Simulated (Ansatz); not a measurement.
`[F][Ga]([SH])[Br]` + HCl → `[F][Ga]([SH])[Cl]` + HBr  (ligand exchange at a Ga–Br bond)

Isolated molecules relaxed with PBE0-D4/def2-TZVP in Ansatz; ΔE leaves out vibrations. CCSD(T)/CBS adds triple-zeta CCSD(T) − MP2 to the extrapolated MP2 energy (def2 sets, frozen cores). This one scheme is used for every species. Functionals use def2-TZVPP. B3LYP here is the variant with VWN-RPA as its local correlation; programs differ in this. For Br, Ga outer-core shells are correlated without core-valence functions, which leaves a few kJ/mol of doubt a bond. Scalar relativity is left out up to krypton. Each species was taken in one conformer, which may not be the lowest.

| level | ΔE (kJ/mol) | difference from CCSD(T)/CBS |
| --- | --- | --- |
| LDA (SPW92) | 10.6 | -2.0 |
| BLYP-D4 | 10.7 | -1.9 |
| r2SCANh-D4 | 11.2 | -1.4 |
| r2SCAN0-D4 | 11.8 | -0.8 |
| CAM-B3LYP-D4 | 9.8 | -2.8 |
| PBE-QIDH | 12.6 | 0.0 |
| PBE | 11.2 | -1.4 |
| revPBE | 11.0 | -1.6 |
| PBE0 | 11.8 | -0.8 |
| B3LYP | 10.3 | -2.3 |
| MP2/def2-SVP | 7.6 | -5.0 |
| CCSD(T)/def2-SVP | 5.5 | -7.1 |
| MP2/def2-TZVPP | 13.0 | 0.4 |
| HF/def2-QZVPP | 10.4 | -2.2 |
| MP2/CBS(def2) | 13.7 | 1.1 |
| CCSD/CBS(def2) | 12.6 | 0.0 |
| CCSD(T)/CBS | 12.6 | 0 |

Largest T1 diagnostic among the species: 0.013.

At CCSD(T), def2-SVP lies −7.1 kJ/mol from the extrapolated value and def2-TZVPP −0.7 kJ/mol. Leaving LDA and LC-ωPBE aside and taking each functional with its dispersion term where it has one, the values, not all of them listed here, spread over 5.0 kJ/mol, from B97M-V to BHLYP-D4.

CCSD(T)/CBS has its own doubt, a few kJ/mol and more with outer-core shells, so smaller differences from it don't rank the levels.
